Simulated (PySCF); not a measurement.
TiOBr, SMILES [Br][Ti]=[O] (connectivity only; charge and spin as stated), neutral, multiplicity 2.

The structure is a stationary point at B3LYP-D3(BJ)/def2-TZVP. The multiplicity is an assumed one; other spin states were not compared.

The numbers are results of TDA-PBE/def2-SVPD run with PySCF, not measurements.

Vertical excitations. The molecule is in vacuum.

```tsv
state	energy (eV)	λ (nm)	f	main pairs
root 1	0.46	2687	0.000	α HOMO→LUMO+1 100 %
root 2	0.68	1828	0.000	α HOMO→LUMO 99 %
root 3	1.90	651	0.007	α HOMO→LUMO+2 99 %
root 4	2.39	519	0.004	α HOMO→LUMO+3 99 %
root 5	3.05	406	0.004	α HOMO−1→LUMO 98 %
root 6	3.20	388	0.003	α HOMO−2→LUMO 78 %, α HOMO−1→LUMO+1 22 %
root 7	3.21	386	0.000	α HOMO−1→LUMO+1 78 %, α HOMO−2→LUMO 22 %
root 8	3.38	367	0.002	α HOMO−2→LUMO+1 86 %, β HOMO−1→LUMO+1 11 %
root 9	3.50	354	0.006	β HOMO→LUMO 94 %
root 10	3.57	347	0.000	β HOMO→LUMO+1 99 %
```
Unrestricted roots are not spin-pure.
